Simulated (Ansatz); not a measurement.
Calculated with Ansatz (gas phase, PBE0-D4/def2-TZVP geometries, no zero-point term in ΔE). CCSD(T)/CBS adds triple-zeta CCSD(T) − MP2 to the extrapolated MP2 energy (def2 sets, frozen cores). def2 core potentials past Kr. For I outer-core shells are correlated without core-valence functions, which leaves a few kJ/mol of doubt a bond. Each species was taken in one conformer, which may not be the lowest.

Consider the ligand exchange at a B–I bond: `FB(F)I` + `CNC` → `CN(C)B(F)F` + HI.

```csv
species,HF/def2-SVP energy (Eh)
`FB(F)I`,-520.18395
`CNC`,-134.14550
`CN(C)B(F)F`,-357.13546
HI,-297.23153
```

**Question.** Work out ΔE.

**Answer.** ΔE = (-357.13546) + (-297.23153) − (-520.18395) − (-134.14550) = -0.03754 Eh = -98.6 kJ/mol. CCSD(T)/CBS gives -77.5 kJ/mol.

Largest T1 diagnostic among the species: 0.011.

From r2SCAN to r2SCAN0 (25 % exact exchange), in def2-TZVPP and without D4, ΔE moves by −3.3 kJ/mol. At CCSD(T), def2-SVP lies −18.4 kJ/mol from the extrapolated value and def2-TZVPP −3.0 kJ/mol.
